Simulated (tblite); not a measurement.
Compound: C₄H₁₀GeO.
SMILES with atom numbers: `[CH3:1][CH:2]([CH3:3])[C:4](=[O:5])[GeH3:6]` (hydrogens: H7, H8, H9 on C1; H10 on C2; H11, H12, H13 on C3; H14, H15, H16 on Ge6)

Computed with GFN2-xTB (tblite), gas phase: L-BFGS steps from a force-field or distance-geometry start until the largest atomic force falls under 0.01 eV/Å.

Step 4: E = -533.8396 eV
```
atom  x, y, z in Å  |  force x, y, z in eV/Å
C1     -1.2112    0.9998   -0.6501   -0.215   0.207  -0.142
C2     -0.7816    0.0257    0.4291    0.085  -0.035   0.670
C3     -0.9143   -1.4106   -0.0642   -0.126   0.055   0.201
C4      0.5795    0.2918    1.0380   -0.021  -0.039  -0.244
O5      0.7030    0.4717    2.2254    0.015   0.021   0.005
Ge6     2.2407    0.2841   -0.0713   -0.570  -0.052   0.021
H7     -1.8936    0.4573   -1.2995   -0.057   0.254  -0.219
H8     -0.4046    1.4150   -1.2532    0.102  -0.184   0.106
H9     -1.7541    1.8255   -0.1973    0.054   0.127  -0.089
H10    -1.4753    0.1226    1.2717   -0.146   0.007   0.048
H11    -0.6984   -2.1009    0.7446    0.115  -0.142  -0.020
H12    -0.2997   -1.6391   -0.9267    0.218   0.096  -0.060
H13    -1.9589   -1.5180   -0.3381   -0.073  -0.337  -0.121
H14     2.6916   -1.1302   -0.1928    0.115  -0.010  -0.119
H15     3.2230    1.0648    0.7032    0.235   0.105  -0.040
H16     1.9462    0.8493   -1.4301    0.270  -0.072   0.001
```

Step 5: E = -533.8703 eV
```
atom  x, y, z in Å  |  force x, y, z in eV/Å
C1     -1.2170    1.0013   -0.6456   -0.215   0.185  -0.192
C2     -0.7925    0.0252    0.4375    0.060  -0.002   0.636
C3     -0.9189   -1.4106   -0.0599   -0.108  -0.018   0.173
C4      0.5756    0.2930    1.0417   -0.058  -0.075  -0.377
O5      0.7116    0.4736    2.2258   -0.039   0.032   0.103
Ge6     2.2379    0.2834   -0.0702   -0.662  -0.052   0.046
H7     -1.8930    0.4743   -1.3172   -0.072   0.196  -0.063
H8     -0.4054    1.4021   -1.2493    0.186  -0.118   0.126
H9     -1.7531    1.8377   -0.2013    0.069   0.059  -0.087
H10    -1.4856    0.1253    1.2832   -0.098  -0.012  -0.020
H11    -0.6895   -2.1098    0.7388    0.053  -0.084   0.018
H12    -0.2948   -1.6333   -0.9172    0.211   0.135  -0.106
H13    -1.9607   -1.5365   -0.3455    0.005  -0.266  -0.059
H14     2.6936   -1.1191   -0.1990    0.145  -0.155  -0.110
H15     3.2224    1.0602    0.6902    0.310   0.178   0.057
H16     1.9618    0.8422   -1.4235    0.211  -0.004  -0.143
```

Step 6: E = -533.9096 eV
```
atom  x, y, z in Å  |  force x, y, z in eV/Å
C1     -1.2279    1.0049   -0.6407   -0.087   0.084  -0.147
C2     -0.8092    0.0257    0.4572   -0.083   0.008   0.234
C3     -0.9263   -1.4114   -0.0515   -0.011  -0.107   0.065
C4      0.5684    0.2937    1.0441   -0.190  -0.076  -0.260
O5      0.7236    0.4767    2.2255   -0.097   0.027   0.096
Ge6     2.2212    0.2815   -0.0670   -0.417  -0.017   0.100
H7     -1.8942    0.5030   -1.3443   -0.093   0.088   0.162
H8     -0.4023    1.3808   -1.2409    0.246  -0.037   0.171
H9     -1.7506    1.8575   -0.2086    0.081  -0.020  -0.077
H10    -1.5037    0.1291    1.3013   -0.053  -0.020  -0.041
H11    -0.6757   -2.1247    0.7310   -0.039   0.012   0.058
H12    -0.2840   -1.6212   -0.9041    0.121   0.212  -0.068
H13    -1.9629   -1.5692   -0.3573    0.151  -0.129   0.049
H14     2.6996   -1.1066   -0.2105    0.136  -0.267  -0.079
H15     3.2276    1.0570    0.6721    0.228   0.150   0.081
H16     1.9889    0.8320   -1.4177    0.107   0.092  -0.342
```

Step 7: E = -533.9271 eV
```
atom  x, y, z in Å  |  force x, y, z in eV/Å
C1     -1.2335    1.0074   -0.6401    0.041   0.004  -0.044
C2     -0.8184    0.0263    0.4684   -0.173  -0.018  -0.070
C3     -0.9292   -1.4132   -0.0469    0.068  -0.080  -0.002
C4      0.5619    0.2930    1.0434   -0.253  -0.042  -0.055
O5      0.7272    0.4783    2.2244   -0.127   0.012   0.023
Ge6     2.2065    0.2804   -0.0637   -0.095  -0.003   0.029
H7     -1.8968    0.5174   -1.3540   -0.107   0.024   0.214
H8     -0.3964    1.3704   -1.2340    0.226  -0.018   0.184
H9     -1.7483    1.8666   -0.2133    0.075  -0.021  -0.059
H10    -1.5135    0.1307    1.3096   -0.059  -0.016  -0.018
H11    -0.6701   -2.1316    0.7287   -0.060   0.041   0.076
H12    -0.2772   -1.6116   -0.8989    0.055   0.232  -0.009
H13    -1.9615   -1.5866   -0.3618    0.180  -0.067   0.082
H14     2.7047   -1.1056   -0.2171    0.083  -0.205  -0.049
H15     3.2337    1.0580    0.6651    0.079   0.063   0.031
H16     2.0032    0.8291   -1.4212    0.067   0.096  -0.334
```

Q: Estimate the geometry and energy of step 8. (The exact step hangs on the optimiser's Hessian estimate; all steps are aligned on step 7, rigid shifts and turns removed.)

A: E = -533.9420 eV, largest force 0.335 eV/Å
```
atom  x, y, z in Å  |  force x, y, z in eV/Å
C1     -1.2366    1.0096   -0.6404    0.133  -0.064   0.065
C2     -0.8286    0.0261    0.4760   -0.206  -0.039  -0.261
C3     -0.9298   -1.4157   -0.0431    0.118  -0.013  -0.041
C4      0.5516    0.2918    1.0425   -0.228   0.004   0.131
O5      0.7270    0.4795    2.2230   -0.165  -0.008  -0.058
Ge6     2.1928    0.2794   -0.0609    0.197  -0.001  -0.110
H7     -1.9014    0.5291   -1.3574   -0.105  -0.025   0.199
H8     -0.3871    1.3618   -1.2246    0.174  -0.019   0.173
H9     -1.7449    1.8734   -0.2181    0.067   0.006  -0.029
H10    -1.5227    0.1315    1.3158   -0.088  -0.015  -0.001
H11    -0.6668   -2.1364    0.7287   -0.045   0.052   0.085
H12    -0.2705   -1.5993   -0.8952    0.017   0.216   0.039
H13    -1.9571   -1.6017   -0.3638    0.148  -0.033   0.075
H14     2.7104   -1.1089   -0.2234    0.011  -0.086  -0.016
H15     3.2402    1.0601    0.6603   -0.075  -0.028  -0.024
H16     2.0160    0.8287   -1.4308    0.046   0.057  -0.229
```

The energy changes by -0.0149 eV. The first-order estimate −F·Δx gives -0.0206 eV and the mean of the old and new forces, exact on a quadratic surface, -0.0149 eV. The step makes an angle of 54° with the force vector and moves no atom by more than 0.016 Å.

The cost below is that of the whole relaxation. On one thread, Arm Neoverse N1 (aarch64), shared host, this took 0.86 s.
